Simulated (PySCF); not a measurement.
## Dipole response of O (oxygen, neutral)

[He] 2s2 2p4, high-spin 3P determinant. Computed with PySCF 2.14 in x2c-TZVPPall with one added diffuse shell each of s, p, d type (6s4p3d1f, 40 functions), with the spin-free X2C one-electron Hamiltonian (Gaussian nucleus). Coupled (time-dependent) response in atomic units; α is the mean over directions.

| method | mean α (bohr³) | α xx, yy, zz | C₆ (like pair) | S(−4) |
| --- | --- | --- | --- | --- |
| UHF | 4.694 | 4.481, 5.120, 4.481 | 13.73 | 9.609 |
| PBE | 5.663 | 5.226, 6.535, 5.226 | 17.43 | 16.35 |
| PBE0 | 5.289 | 4.946, 5.976, 4.946 | 16.01 | 13.31 |
| M06 | 5.297 | 4.966, 5.959, 4.966 | 15.72 | 14.10 |
| TPSSh | 5.354 | 4.992, 6.080, 4.992 | 16.36 | 13.63 |

S(−4) is the Cauchy moment in α(ω) = α(0) + S(−4) ω² + …

Reference α: 5.3 ± 0.2 bohr³ (recommended; Schwerdtfeger and Nagle, table of static dipole polarizabilities (2023 update)). Published C₆: 15.60 (Chu and Dalgarno (2004); Tang, Norbeck and Certain (1976)).

α(iu) at PBE:

```
u (hartree)  α(iu) (bohr³)
          0          5.663
     0.0500          5.622
      0.100          5.507
      0.200          5.116
      0.300          4.624
      0.500          3.657
      0.750          2.708
       1.00          2.045
       1.50          1.266
       2.00         0.8584
       3.00         0.4680
       5.00         0.2001
```

The components differ because the open shell of this determinant is not spherical; for a pure term their mean is the scalar polarisability.
